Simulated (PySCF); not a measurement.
SiFClBr2, SMILES Cl[Si](Br)(Br)F.

Geometry: B3LYP-D3(BJ)/def2-SVP.

Two levels are set side by side: PBE/def2-TZVP (PySCF) and HF/def2-TZVP (PySCF). Same geometry, gas phase. Differences are taken from unrounded values.

| quantity | HF | PBE | PBE minus HF |
|---|---|---|---|
| orbital gap (eV) | 14.44 | 5.44 | -9.01 |
| highest occupied level (eV) | -11.92 | -7.64 | 4.28 |
| lowest empty level (eV) | 2.53 | -2.20 | -4.73 |
| dipole moment (D) | 0.80 | 0.71 | -0.09 |
| mean polarisability (bohr³) | 66.4 | 74.2 | 7.8 |

Without exact exchange PBE keeps part of each electron's self-repulsion, which lifts occupied levels and narrows the gap. Loosely held outer electrons make PBE densities more polarisable. Differences between two approximate levels are no errors against the true value.

Rough cost on one machine, each run with all the roots and properties that it gave: HF against PBE within a factor of 2.
